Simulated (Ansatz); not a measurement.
The same molecule with X = B, Al, Ga, In. Ansatz, PBE0-D4/def2-TZVP geometries, multiplicity 1. Each molecule was computed in one conformer, which needn't be the lowest.

Elements past krypton have def2 core potentials. Scalar relativity is left out up to krypton.

```csv
X,molecule,mean X–C bond length / Å,mean X–Cl bond length / Å,mean X–S bond length / Å,HOMO–LUMO gap (PBE0/def2-TZVPP) / eV,HOMO–LUMO gap (B3LYP/def2-TZVPP) / eV,HOMO–LUMO gap (ωB97M-V/def2-TZVPP) / eV
B,`C[B-]([SH2+])(Cl)Cl`,1.577,1.821,2.148,7.45,6.94,11.62
Al,`[CH3][Al-]([SH2+])([Cl])[Cl]`,1.941,2.122,2.514,7.28,6.77,11.52
In,`[CH3][In-]([SH2+])([Cl])[Cl]`,2.130,2.357,2.802,7.13,6.58,11.15
```

(1) Give the row for X = Ga, `[CH3][Ga-]([SH2+])([Cl])[Cl]`. (Estimate.)

Results:

(1) Ansatz gave: 
| X | molecule | mean X–C bond length / Å | mean X–Cl bond length / Å | mean X–S bond length / Å | HOMO–LUMO gap (PBE0/def2-TZVPP) / eV | HOMO–LUMO gap (B3LYP/def2-TZVPP) / eV | HOMO–LUMO gap (ωB97M-V/def2-TZVPP) / eV |
| --- | --- | --- | --- | --- | --- | --- | --- |
| Ga | `[CH3][Ga-]([SH2+])([Cl])[Cl]` | 1.955 | 2.170 | 2.584 | 7.41 | 6.89 | 11.56 |

From B to In the mean X–C bond length rises at each step, by 0.553 Å in all; the mean X–Cl bond length rises at each step, by 0.536 Å in all; the mean X–S bond length rises at each step, by 0.654 Å in all; the HOMO–LUMO gap (PBE0/def2-TZVPP) isn't monotonic: highest at B, lowest at In; the HOMO–LUMO gap (B3LYP/def2-TZVPP) isn't monotonic: highest at B, lowest at In; the HOMO–LUMO gap (ωB97M-V/def2-TZVPP) isn't monotonic: highest at B, lowest at In. Bonds lengthen as the atom grows down the group.

B3LYP here is the variant with VWN-RPA as its local correlation; programs differ in this.
